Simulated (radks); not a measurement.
Question: Os-, configuration [Xe] 4f14 5d7 6s2. Method: scalar-relativistic Kohn-Sham, LDA (Slater exchange, Perdew-Wang correlation), spin-polarised, spherical densities, finite nucleus; open shells are filled with parallel spins first (spin-orbit coupling, left out, can overturn this in heavy ions); Fermi nuclear charge, rms radius 5.4126 fm; hard spherical wall at 10 bohr; computed with a radial shooting solver on a logarithmic mesh with Libxc functionals. Some entries of the table are withheld. Estimate them.

| orbital | occ. | eigenvalue (eV) | r(max) (bohr) | <1/r> (bohr^-1) |
|---|---|---|---|---|
| 1s up | 1 | -73776.19 | 0.01104 | 90.35 |
| 1s down | 1 | -73776.18 | 0.01104 | 90.35 |
| 2s up | 1 | -12843.77 | 0.06345 | 21.15 |
| 2s down | 1 | -12843.63 | 0.06345 | 21.15 |
| 2p up | 3 | -11190.71 | 0.05220 | 19.05 |
| 2p down | 3 | -11190.59 | 0.05220 | 19.05 |
| 3s up | 1 | -2981.701 | 0.1789 | 7.837 |
| 3s down | 1 | -2981.632 | 0.1789 | 7.837 |
| 3p up | 3 | -2496.092 | 0.1775 | 7.208 |
| 3p down | 3 | -2496.019 | 0.1775 | 7.208 |
| 3d up | 5 | -1951.568 | 0.1444 | 6.802 |
| 3d down | 5 | -1951.461 | 0.1444 | 6.802 |
| 4s up | 1 | -621.5432 | 0.4050 | 3.346 |
| 4s down | 1 | -621.3956 | 0.4050 | 3.346 |
| 4p up | 3 | -462.1257 | 0.4252 | 3.033 |
| 4p down | 3 | -461.9769 | 0.4252 | 3.033 |
| 4d up | 5 | -263.8918 | 0.4346 | 2.707 |
| 4d down | 5 | -263.7126 | 0.4346 | 2.707 |
| 5s up | 1 | -83.4600 | 0.9137 | 1.335 |
| 5s down | 1 | -82.3226 | 0.9118 | 1.340 |
| 4f up | 7 | -43.5215 | 0.4049 | 2.239 |
| 4f down | 7 | -43.2277 | 0.4048 | 2.243 |
| 5p up | 3 | -42.9554 | 1.032 | 1.125 |
| 5p down | 3 | -41.5479 | 1.029 | 1.130 |
| 6s up | 1 | -0.0609 | 2.563 | 0.3921 |
| 6s down | 1 | 0.6723 | 2.666 | 0.3672 |
| 5d up | 5 | 0.9177 | 1.376 | 0.6982 |
| 5d down | 2 | 2.3596 | 1.375 | 0.6710 |
| 6p up | 0 | 3.7767 | 4.515 | 0.2405 |
| 6p down | 0 | 3.9735 | 4.955 | 0.2273 |
| 7s up | 0 | 5.6091 | 6.865 | 0.2147 |
| 7s down | 0 | 5.8168 | 6.964 | 0.2232 |
| 5f down | 0 | 8.5679 | 6.998 | (1) |
| 5f up | 0 | 8.5728 | 6.988 | (2) |

Answer: 
(1) 5f down <1/r> (bohr^-1): 0.1563
(2) 5f up <1/r> (bohr^-1): 0.1571
